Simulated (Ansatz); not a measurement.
Computed with PBE-D3(BJ)/def2-SVP in Ansatz (an electronic-structure program). No frequencies were computed at this level.

Ansatz 0.2 input:
```yaml
crystal:
  periodic: [false, false, false]
  atoms:
    - { symbol: O, position_ang: [-0.206537, 2.114837, 1.606725] }
    - { symbol: C, position_ang: [-0.953831, 1.562436, 0.844458] }
    - { symbol: C, position_ang: [-0.503856, 0.831056, -0.37774] }
    - { symbol: C, position_ang: [-1.503855, -0.238204, -0.822866] }
    - { symbol: C, position_ang: [-1.511666, -1.410914, 0.153121] }
    - { symbol: C, position_ang: [-0.107659, -1.991038, 0.283986] }
    - { symbol: C, position_ang: [0.85803, -0.918791, 0.780667] }
    - { symbol: C, position_ang: [0.907572, 0.280295, -0.163426] }
    - { symbol: Si, position_ang: [2.105253, 1.62558, 0.498002] }
    - { symbol: H, position_ang: [-2.048425, 1.599885, 1.004906] }
    - { symbol: H, position_ang: [-0.457926, 1.608695, -1.155391] }
    - { symbol: H, position_ang: [-2.504258, 0.19645, -0.899853] }
    - { symbol: H, position_ang: [-1.220342, -0.599, -1.814246] }
    - { symbol: H, position_ang: [-1.853118, -1.06831, 1.13353] }
    - { symbol: H, position_ang: [-2.207007, -2.177653, -0.195564] }
    - { symbol: H, position_ang: [0.224734, -2.360568, -0.689513] }
    - { symbol: H, position_ang: [-0.116421, -2.835037, 0.977189] }
    - { symbol: H, position_ang: [0.541707, -0.586838, 1.772688] }
    - { symbol: H, position_ang: [1.860472, -1.340663, 0.879137] }
    - { symbol: H, position_ang: [1.269177, -0.071998, -1.134808] }
    - { symbol: H, position_ang: [3.400855, 1.283348, -0.121256] }
    - { symbol: H, position_ang: [1.726611, 2.938827, -0.019152] }
    - { symbol: H, position_ang: [2.300511, 1.557614, 1.938394] }
basis:
  gaussian: { orbitals: def2-svp }
hamiltonian:
  xc: pbe
  dispersion: d3bj
relax:
  max_steps: 150
```

Output:

```
Functional definition: PBE
2257 factors; their error is unknown
mean field evaluation 1: about -17368.4967 eV, gradient 8.2e1 eV
mean field evaluation 2: about -17331.1407 eV, gradient 1.5e2 eV
mean field evaluation 4: about -17385.4836 eV, gradient 1.5e1 eV
mean field evaluation 8: about -17385.9311 eV, gradient 2.8e-1 eV
mean field evaluation 16: about -17385.7982 eV, gradient 1.0e-3 eV
mean field -17385.79819142 eV, -638.9162990172 hartree, gradient 2.4e-5 eV, S^2 0.000000; 0 other end points of the search recorded, 0 dependent functions left out
reference -17385.79823365 eV, -638.9163005695 hartree; 39, 39 occupied and 161, 161 virtual orbitals, 2257 factors
relax step   1: F+E_penalty+E_count = -17386.51270491 eV  Δ(F+E_penalty+E_count) = +0.000e0 eV  max|allowed force component| = 1.089e0 eV/Å  Δτ_max = 0.0000 Å  (32 SCF iters, accepted)
these checks for a lower state are left out or cut short: starts, cluster_reference, orbital_swaps, neighbouring_geometries, increment
2257 factors; their error is unknown
mean field -17386.02684691 eV, -638.9247019518 hartree, gradient 1.8e-5 eV, S^2 0.000000; 0 other end points of the search recorded, 0 dependent functions left out
reference -17386.02688969 eV, -638.9247035237 hartree; 39, 39 occupied and 161, 161 virtual orbitals, 2257 factors
relax step   2: F+E_penalty+E_count = -17386.72539575 eV  Δ(F+E_penalty+E_count) = -2.127e-1 eV  max|allowed force component| = 2.665e-1 eV/Å  Δτ_max = 0.1365 Å  (30 SCF iters, accepted)
these checks for a lower state are left out or cut short: starts, cluster_reference, orbital_swaps, neighbouring_geometries, increment
2257 factors; their error is unknown
mean field evaluation 32: about -17386.0507 eV, gradient 4.7e-1 eV
mean field -17386.05123233 eV, -638.9255980994 hartree, gradient 1.6e-5 eV, S^2 0.000000; 0 other end points of the search recorded, 0 dependent functions left out
reference -17386.05127507 eV, -638.9255996700 hartree; 39, 39 occupied and 161, 161 virtual orbitals, 2257 factors
relax step   3: F+E_penalty+E_count = -17386.74598477 eV  Δ(F+E_penalty+E_count) = -2.059e-2 eV  max|allowed force component| = 3.422e-1 eV/Å  Δτ_max = 0.0621 Å  (31 SCF iters, accepted)
these checks for a lower state are left out or cut short: starts, cluster_reference, orbital_swaps, neighbouring_geometries, increment
2257 factors; their error is unknown
mean field -17386.05007469 eV, -638.9255555570 hartree, gradient 1.8e-5 eV, S^2 0.000000; 0 other end points of the search recorded, 0 dependent functions left out
reference -17386.05011744 eV, -638.9255571278 hartree; 39, 39 occupied and 161, 161 virtual orbitals, 2257 factors
relax step   4: F+E_penalty+E_count = -17386.74365616 eV  Δ(F+E_penalty+E_count) = +2.329e-3 eV  max|allowed force component| = 5.088e-1 eV/Å  Δτ_max = 0.0710 Å  (32 SCF iters, rejected (line search))
these checks for a lower state are left out or cut short: starts, cluster_reference, orbital_swaps, neighbouring_geometries, increment
2257 factors; their error is unknown
mean field -17386.05646349 eV, -638.9257903410 hartree, gradient 1.8e-5 eV, S^2 0.000000; 0 other end points of the search recorded, 0 dependent functions left out
reference -17386.05650620 eV, -638.9257919106 hartree; 39, 39 occupied and 161, 161 virtual orbitals, 2257 factors
relax step   5: F+E_penalty+E_count = -17386.75106791 eV  Δ(F+E_penalty+E_count) = -5.083e-3 eV  max|allowed force component| = 8.399e-2 eV/Å  Δτ_max = 0.0347 Å  (33 SCF iters, accepted)
these checks for a lower state are left out or cut short: starts, cluster_reference, orbital_swaps, neighbouring_geometries, increment
2257 factors; their error is unknown
mean field -17386.05733786 eV, -638.9258224733 hartree, gradient 1.6e-5 eV, S^2 0.000000; 0 other end points of the search recorded, 0 dependent functions left out
reference -17386.05738042 eV, -638.9258240375 hartree; 39, 39 occupied and 161, 161 virtual orbitals, 2257 factors
relax step   6: F+E_penalty+E_count = -17386.75248352 eV  Δ(F+E_penalty+E_count) = -1.416e-3 eV  max|allowed force component| = 5.860e-2 eV/Å  Δτ_max = 0.0676 Å  (30 SCF iters, accepted)
these checks for a lower state are left out or cut short: starts, cluster_reference, orbital_swaps, neighbouring_geometries, increment
2257 factors; their error is unknown
mean field evaluation 64: about -17386.0586 eV, gradient 1.8e-5 eV
mean field -17386.05860823 eV, -638.9258691587 hartree, gradient 1.8e-5 eV, S^2 0.000000; 0 other end points of the search recorded, 0 dependent functions left out
reference -17386.05865078 eV, -638.9258707225 hartree; 39, 39 occupied and 161, 161 virtual orbitals, 2257 factors
relax step   7: F+E_penalty+E_count = -17386.75327161 eV  Δ(F+E_penalty+E_count) = -7.881e-4 eV  max|allowed force component| = 2.645e-2 eV/Å  Δτ_max = 0.0162 Å  (33 SCF iters, accepted)
these checks for a lower state are left out or cut short: starts, cluster_reference, orbital_swaps, neighbouring_geometries, increment
2257 factors; their error is unknown
mean field -17386.05885275 eV, -638.9258781447 hartree, gradient 1.8e-5 eV, S^2 0.000000; 0 other end points of the search recorded, 0 dependent functions left out
reference -17386.05889528 eV, -638.9258797077 hartree; 39, 39 occupied and 161, 161 virtual orbitals, 2257 factors
relax step   8: F+E_penalty+E_count = -17386.75344749 eV  Δ(F+E_penalty+E_count) = -1.759e-4 eV  max|allowed force component| = 1.496e-2 eV/Å  Δτ_max = 0.0079 Å  (33 SCF iters, accepted)
these checks for a lower state are left out or cut short: starts, cluster_reference, orbital_swaps, neighbouring_geometries, increment
2257 factors; their error is unknown
mean field -17386.05886934 eV, -638.9258787543 hartree, gradient 1.7e-5 eV, S^2 0.000000; 0 other end points of the search recorded, 0 dependent functions left out
reference -17386.05891186 eV, -638.9258803169 hartree; 39, 39 occupied and 161, 161 virtual orbitals, 2257 factors
relax step   9: F+E_penalty+E_count = -17386.75353725 eV  Δ(F+E_penalty+E_count) = -8.977e-5 eV  max|allowed force component| = 1.873e-2 eV/Å  Δτ_max = 0.0144 Å  (32 SCF iters, accepted)
these checks for a lower state are left out or cut short: starts, cluster_reference, orbital_swaps, neighbouring_geometries, increment
2257 factors; their error is unknown
mean field -17386.05888855 eV, -638.9258794603 hartree, gradient 1.7e-5 eV, S^2 0.000000; 0 other end points of the search recorded, 0 dependent functions left out
reference -17386.05893106 eV, -638.9258810224 hartree; 39, 39 occupied and 161, 161 virtual orbitals, 2257 factors
relax step  10: F+E_penalty+E_count = -17386.75362792 eV  Δ(F+E_penalty+E_count) = -9.067e-5 eV  max|allowed force component| = 1.746e-2 eV/Å  Δτ_max = 0.0103 Å  (33 SCF iters, accepted)
these checks for a lower state are left out or cut short: starts, cluster_reference, orbital_swaps, neighbouring_geometries, increment
2257 factors; their error is unknown
mean field -17386.05887989 eV, -638.9258791420 hartree, gradient 1.7e-5 eV, S^2 0.000000; 0 other end points of the search recorded, 0 dependent functions left out
reference -17386.05892238 eV, -638.9258807036 hartree; 39, 39 occupied and 161, 161 virtual orbitals, 2257 factors
relax step  11: F+E_penalty+E_count = -17386.75366339 eV  Δ(F+E_penalty+E_count) = -3.547e-5 eV  max|allowed force component| = 1.974e-2 eV/Å  Δτ_max = 0.0091 Å  (33 SCF iters, accepted)
these checks for a lower state are left out or cut short: starts, cluster_reference, orbital_swaps, neighbouring_geometries, increment
2257 factors; their error is unknown
mean field evaluation 96: about -17386.0588 eV, gradient 3.5e-4 eV
mean field -17386.05875877 eV, -638.9258746911 hartree, gradient 1.7e-5 eV, S^2 0.000000; 0 other end points of the search recorded, 0 dependent functions left out
reference -17386.05880127 eV, -638.9258762526 hartree; 39, 39 occupied and 161, 161 virtual orbitals, 2257 factors
relax step  12: F+E_penalty+E_count = -17386.75363763 eV  Δ(F+E_penalty+E_count) = +2.576e-5 eV  max|allowed force component| = 3.147e-2 eV/Å  Δτ_max = 0.0076 Å  (33 SCF iters, rejected (line search))
these checks for a lower state are left out or cut short: starts, cluster_reference, orbital_swaps, neighbouring_geometries, increment
2257 factors; their error is unknown
mean field -17386.05883901 eV, -638.9258776397 hartree, gradient 1.7e-5 eV, S^2 0.000000; 0 other end points of the search recorded, 0 dependent functions left out
reference -17386.05888151 eV, -638.9258792014 hartree; 39, 39 occupied and 161, 161 virtual orbitals, 2257 factors
relax step  13: F+E_penalty+E_count = -17386.75368303 eV  Δ(F+E_penalty+E_count) = -1.964e-5 eV  max|allowed force component| = 1.775e-3 eV/Å  Δτ_max = 0.0037 Å  (33 SCF iters, accepted)
2257 factors; their error is unknown
mean field evaluation 128: about -17386.0588 eV, gradient 1.3e-4 eV
mean field -17386.05883901 eV, -638.9258776397 hartree, gradient 2.9e-5 eV, S^2 0.000000; 1 other end points of the search recorded, 0 dependent functions left out
reference -17386.05888151 eV, -638.9258792014 hartree; 39, 39 occupied and 161, 161 virtual orbitals, 2257 factors
Total energy: -17386.75372553 eV, -638.9514142482 hartree
Atom 0 at    -0.367270     2.047609     1.746472 Å, force    -0.001775    -0.000102    -0.001102 eV/Å
Atom 1 at    -1.057679     1.616877     0.841545 Å, force    -0.000259    -0.000393     0.000829 eV/Å
Atom 2 at    -0.529103     0.851158    -0.355506 Å, force    -0.000057    -0.000989    -0.000667 eV/Å
Atom 3 at    -1.521598    -0.240955    -0.807429 Å, force     0.000834     0.000766     0.000664 eV/Å
Atom 4 at    -1.509404    -1.446029     0.141324 Å, force    -0.000022     0.000173    -0.000258 eV/Å
Atom 5 at    -0.094040    -2.012623     0.303254 Å, force    -0.000348     0.000199     0.000025 eV/Å
Atom 6 at     0.883773    -0.934221     0.789381 Å, force    -0.000182     0.000234     0.000493 eV/Å
Atom 7 at     0.897524     0.303261    -0.135038 Å, force    -0.000712    -0.001752    -0.001139 eV/Å
Atom 8 at     2.185363     1.598188     0.460338 Å, force     0.000318     0.001574     0.000299 eV/Å
Atom 9 at    -2.175121     1.808225     0.829175 Å, force     0.001269     0.000152     0.000978 eV/Å
Atom 10 at    -0.502437     1.632512    -1.155695 Å, force     0.000392     0.000908    -0.000185 eV/Å
Atom 11 at    -2.544632     0.187842    -0.885302 Å, force     0.000037    -0.000235    -0.000292 eV/Å
Atom 12 at    -1.242704    -0.570507    -1.831068 Å, force     0.000060    -0.000100    -0.000135 eV/Å
Atom 13 at    -1.893857    -1.133545     1.139381 Å, force    -0.000170     0.000085    -0.000071 eV/Å
Atom 14 at    -2.206157    -2.227522    -0.227160 Å, force     0.000032     0.000056     0.000485 eV/Å
Atom 15 at     0.254043    -2.411179    -0.676524 Å, force    -0.000052    -0.000261    -0.000188 eV/Å
Atom 16 at    -0.099064    -2.871432     1.006895 Å, force     0.000068     0.000086     0.000060 eV/Å
Atom 17 at     0.599335    -0.616203     1.816698 Å, force     0.000361     0.000066    -0.000192 eV/Å
Atom 18 at     1.908542    -1.354704     0.872452 Å, force    -0.000136    -0.000257    -0.000005 eV/Å
Atom 19 at     1.267265    -0.022389    -1.133776 Å, force    -0.000098     0.000140     0.000328 eV/Å
Atom 20 at     3.495491     1.243607    -0.207444 Å, force    -0.000234     0.000464     0.000329 eV/Å
Atom 21 at     1.821816     2.987201     0.006590 Å, force     0.000114    -0.000313    -0.000216 eV/Å
Atom 22 at     2.429936     1.564838     1.940424 Å, force     0.000560    -0.000500    -0.000040 eV/Å
Dipole moment:    -0.401712    -0.348300    -0.377552 e Å
```

Cost: about 3 core-minutes (a rough figure).
